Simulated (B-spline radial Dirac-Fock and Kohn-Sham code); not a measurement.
## Relative photoemission cross sections at Ag Lα (2984.4 eV): 4f5/2, 4f7/2, Ce to Os

These are calculated numbers from a radial finite-basis atomic code; the model is the independent-particle Dirac-Slater model, thresholds from Dirac-Fock. Cross sections are relative to C 1s, computed as 1.747 kb at this energy; β is from the dipole term. Free atoms in their tabulated ground configurations, whose changes along a row show as steps; without correlation, outer binding energies come out low.

```
 Z  element  σ 4f5/2  σ 4f7/2  β 4f7/2  binding 4f7/2 (eV)
58       Ce   0.0186   0.0237     0.82                9.93
59       Pr   0.0610   0.0774     0.84                4.16
60       Nd   0.0994    0.126     0.85                4.59
61       Pm    0.150    0.190     0.86                4.91
62       Sm    0.214    0.271     0.87                5.14
63       Eu    0.296    0.373     0.88                5.28
64       Gd    0.373    0.472     0.89               12.46
65       Tb    0.520    0.654     0.90                5.36
66       Dy    0.668    0.839     0.91                5.30
67       Ho    0.847     1.06     0.92                5.19
68       Er     1.06     1.32     0.93                5.02
69       Tm     1.31     1.63     0.94                4.80
70       Yb     1.60     2.00     0.95                4.68
71       Lu     1.90     2.38     0.96               12.42
72       Hf     2.24     2.80     0.97               20.66
73       Ta     2.62     3.27     0.98               29.46
74        W     3.03     3.80     0.98               38.78
75       Re     3.49     4.37     0.99               48.62
76       Os     3.99     5.00     1.00               58.95
```
